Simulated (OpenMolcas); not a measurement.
Ru III.

- Program: OpenMolcas
- Basis: ANO-RCC-VTZP [7s6p4d2f1g]
- Scalar Hamiltonian: DKH2, point nucleus
- Active space: 6 electrons in 6 orbitals (4d 5s)
- State averaging: 2S+1 = 7 even, 1 root; 2S+1 = 5 even, 30 roots; 2S+1 = 3 even, 127 roots (107 in the spin-orbit step); 2S+1 = 1 even, 102 roots (62 in the spin-orbit step)
- Spin-orbit coupling: RASSI with atomic mean-field integrals over the reference wave functions, term energies averaged over their components

Two sets of levels on these reference wave functions, in cm-1 above 4d6 5D4: one from CASSCF and one from MS-CASPT2, IPEA 0.25 Eh, imaginary shift 0.1 Eh (closed shells correlated: 4s 4p).

```json
{"Level": "4d6 5D4", "Set 1": "0.0", "Set 2": "0.0"}
{"Level": "4d6 5D3", "Set 1": "1227", "Set 2": "1215"}
{"Level": "4d6 5D2", "Set 1": "1942", "Set 2": "1951"}
{"Level": "4d6 5D1", "Set 1": "2410", "Set 2": "2430"}
{"Level": "4d6 5D0", "Set 1": "2640", "Set 2": "2650"}
{"Level": "4d6 3H6", "Set 1": "16100", "Set 2": "16690"}
{"Level": "4d6 3H5", "Set 1": "16290", "Set 2": "17080"}
{"Level": "4d6 3P2(1)", "Set 1": "15450", "Set 2": "17570"}
{"Level": "4d5 5s 7S3", "Set 1": "25290", "Set 2": "18740"}
{"Level": "4d6 3F3(1)", "Set 1": "17510", "Set 2": "19330"}
{"Level": "4d6 3F2(1)", "Set 1": "18040", "Set 2": "19880"}
{"Level": "4d6 3P1(1)", "Set 1": "18880", "Set 2": "20990"}
{"Level": "4d6 3G5", "Set 1": "19480", "Set 2": "21180"}
{"Level": "4d6 3P0(1)", "Set 1": "19540", "Set 2": "21660"}
{"Level": "4d6 3G4", "Set 1": "20450", "Set 2": "22290"}
{"Level": "4d6 3G3", "Set 1": "20690", "Set 2": "22600"}
```

**Question.** Which set is which?

**Answer.** Set 1 is MS-CASPT2. Its levels of the other terms of 4d6 lie at 0.88 to 0.96 of the other set's values, as expected, since terms of lower spin or lower L gain more correlation energy than the Hund ground term.

Term energies are means over components that CASPT2 splits; among the terms shown or strongly mixed into the levels shown the widest spread is 110 cm-1 (4d6 3F(1), MS-CASPT2). Some high roots are left out of the spin-orbit mixing, which shifts the levels that they would mix with. A single d shell beside an s shell can misplace configurations of different d count against each other. Without dynamic correlation excited terms often stand tens of per cent too high (terms of higher spin than the ground term too low), and those without a measured partner can miss by more than the paired ones (holds for CASSCF). Blocks of more than 70 roots (2S+1 = 3 even) ran without multistate coupling (holds for MS-CASPT2). Levels of configurations outside the active space are missing. Levels that lie high or do not pair safely by name in every column are left out.

A number in round brackets counts repeated terms of one configuration in the order of the reference energies.
